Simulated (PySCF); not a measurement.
# Core-level binding energies of SeBr2Me2

Compound: SeBr2Me2, C₂H₆Br₂Se.
Structure used (PBE0-D3(BJ)/def2-SVP), in Å, numbered top down from 1:
```xyz
11
C2H6Br2Se angstrom
Se    -0.6141   -0.8193    0.0235
Br    -0.6169   -0.7851    2.5834
Br    -0.6491   -0.8892   -2.5332
C      1.3258   -0.7149   -0.0116
H      1.6861   -1.7451   -0.1252
H      1.6523   -0.2873    0.9428
H      1.6121   -0.1120   -0.8803
C     -1.0125    1.0822    0.0076
H     -2.1006    1.1684    0.1174
H     -0.6833    1.4814   -0.9578
H     -0.5018    1.5354    0.8644
```

Level of theory: delta-SCF UKS SCAN, pcX-2 on the ionised atom, pcseg-1 elsewhere, spin-free X2C in PySCF 2.14.0. Binding energies are ΔSCF values: E(core-ionised, relaxed orbitals) − E(ground state) at a fixed geometry, referred to the vacuum level.

Problem. List the computed XPS lines with their assignment.

Solution. 
```tsv
atom(s)	environment	level	binding energy (eV)	count
C4/C8	carbon bonded to Se and 3 H	C 1s	291.87	2
```

Problem. Express the binding energy of C 1s of C4/C8 in atomic units and per mole.

Solution. 291.87 eV = 10.7260 Eh = 28161 kJ/mol.

Problem. What is the longest wavelength that can ionise C 1s of C4/C8 vertically?

Solution. λ = hc/E = 12398.42 eV Å / 291.87 eV = 42.479 Å.

The first atom of each set that the bonding makes equivalent was ionised and stands for the set. No level of bromine or selenium is listed. Isolated species at its PBE0-D3(BJ)/def2-SVP geometry, gas phase.
